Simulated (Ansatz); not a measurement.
Consider the formal exchange of groups at a C–C bond: `FC(F)(Cl)C[SiH3]` + CH₄ → `CC(F)(F)Cl` + `C[SiH3]`.

Program: Ansatz. Geometries: PBE0-D4/def2-TZVP. ΔE: electronic, gas phase. CCSD(T)/CBS is the MP2 limit (def2-TZVPP, def2-QZVPP) plus CCSD(T) − MP2 in def2-TZVPP, frozen cores. This one scheme is used for every species. One conformer a species, not always the lowest.

| species | CCSD(T)/CBS(def2) energy (Eh) |
| --- | --- |
| `FC(F)(Cl)C[SiH3]` | -1027.55144 |
| CH₄ | -40.46206 |
| `CC(F)(F)Cl` | -737.27590 |
| `C[SiH3]` | -330.73916 |

Work out ΔE.

ΔE = (-737.27590) + (-330.73916) − (-1027.55144) − (-40.46206) = -0.00156 Eh = -1.0 kcal/mol.

Largest T1 diagnostic among the species: 0.011.

In def2-TZVPP, CCSD(T) changes the Hartree–Fock value by +2.0 kcal/mol (the triples alone add +0.4 kcal/mol) and MP2 by +2.2 kcal/mol. The D4 term adds +1.3 kcal/mol with B3LYP and +0.8 kcal/mol with PBE0; it sums over pairs of atoms, weighted by their polarisabilities, and B3LYP, whose exchange is more repulsive, gets the larger term.

B3LYP here is the variant with VWN-RPA as its local correlation; programs differ in this.
